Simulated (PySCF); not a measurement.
V⁺: excitation energy

V⁺ [Ar] 3d4 (5D) → V⁺ [Ar] 3d3 4s1 (5F), as a difference of total energies. All numbers are calculated (PySCF 2.14, no relativity, point nucleus, in dyall-av2z (16s12p7d2f, 101 functions)). Correlated levels: valence: [Ar] frozen; virtual orbitals above 40 to 60 times the deepest correlated orbital energy dropped. The calculations carry no spin-orbit coupling.

```json
{"method": "UHF", "excitation energy (eV)": "-0.223"}
{"method": "MP2 (valence)", "excitation energy (eV)": "0.240"}
{"method": "SCS-MP2 (valence)", "excitation energy (eV)": "-0.068"}
{"method": "CCSD (valence)", "excitation energy (eV)": "0.270"}
{"method": "CCSD(T) (valence)", "excitation energy (eV)": "0.285"}
```

Task: How much does correlation contribute at CCSD(T) (valence)?

Result: 0.285 − (-0.223) = 0.508 eV, measured against UHF.

These non-relativistic numbers lack the scalar-relativistic shift.

Errors of the correlated levels include the incompleteness of this basis and the frozen core.

For comparison: 0.337 eV (measured; NIST levels, between the centres of gravity of the two terms).
